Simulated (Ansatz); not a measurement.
The first iterations of a band of BF2H + ClH (6 atoms, charge 0, multiplicity 1).

The calculation used Ansatz 0.2.0, RKS r2SCAN/6-31G*.

| Quantity | Value |
| --- | --- |
| movable images | 5 |
| climbing image | yes |
| spring | 5.0 eV/Å² |
| optimiser | quadratic models (default) |
| start path | through a guess of the saddle point |
| force threshold | 0.2 eV/Å |
| iteration limit | 60 |
| end points | relaxed |

First end point:

```xyz
6
Properties=species:S:1:pos:R:3
B -0.018 0.363 -0.093
F -0.049 0.412 1.236
H 1.021 0.330 -0.675
F -1.168 0.381 -0.735
Cl 0.150 -2.797 1.098
H 0.089 -1.804 1.915
```

Last end point:

```xyz
6
Properties=species:S:1:pos:R:3
B 0.036 -0.453 -0.286
F 0.024 0.112 1.844
H 1.040 0.138 -0.521
F -1.152 0.060 -0.540
Cl 0.118 -2.210 0.059
H -0.043 -0.761 2.190
```

| iteration | highest image above the first end (eV) | largest band force component (eV/Å) |
| --- | --- | --- |
| 1 | 2.386 | 5.951 |
| 2 | 1.328 | 3.315 |
| 3 | 1.271 | 1.403 |
| 4 | 1.125 | 1.195 |
| 5 | 1.079 | 1.131 |

Q: Does the band converge within its limit, and where does its top end?

A: It converged. It ended after 16 iterations with the highest image 1.108 eV above the first end. The threshold of 0.2 eV/Å is loose, so the images may lie well off the minimum-energy path. Another band between the same ends (5 images) ends at a top of the same energy, where a vibrational analysis finds 1 clearly imaginary mode. The orbitals stay closed-shell, which can raise the energy where a bond breaks towards radicals; this wasn't checked here.

Time of the run: 4.1 min on 1 thread of Arm Neoverse V1 (shared host), peak memory 0.12 GiB.
